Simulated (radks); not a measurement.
Results of a calculation; reference values are marked as such.
Trend from Mg to Ar: ionisation energy by Delta-SCF between NIST ground configurations, and size. Level of theory: Dirac Kohn-Sham, PBE, spin-unpolarised, spherical densities, point nucleus; open shells fill j = l - 1/2 first (a radial shooting solver on a logarithmic mesh with Libxc functionals).

species  configuration  configuration of the ion  IE (eV)  NIST (eV)  kind  outermost  <r> outermost (bohr)
Mg            [Ne] 3s2                  [Ne] 3s1    7.960      7.646  exp.      3s1/2                  3.15
Al        [Ne] 3s2 3p1                  [Ne] 3s2    5.772      5.986  exp.      3p1/2                  3.44
Si        [Ne] 3s2 3p2              [Ne] 3s2 3p1    7.755      8.152  exp.      3p1/2                  2.79
P         [Ne] 3s2 3p3              [Ne] 3s2 3p2    9.696     10.487  exp.      3p3/2                  2.38
S         [Ne] 3s2 3p4              [Ne] 3s2 3p3   11.726     10.360  exp.      3p3/2                  2.08
Cl        [Ne] 3s2 3p5              [Ne] 3s2 3p4   13.822     12.968  exp.      3p3/2                  1.85
Ar                [Ar]              [Ne] 3s2 3p5   15.992     15.760  exp.      3p3/2                  1.67

Reference values: NIST Atomic Spectra Database (exp. = measured, semi-emp. = semi-empirical, theory = theoretical value adopted there). Spin polarisation and multiplet splitting are left out, so open shells lie too high by an amount that depends on their filling.

Beside tabulated values, note that spin-unpolarised runs miss the spin-polarisation part of the exchange energy of open shells.
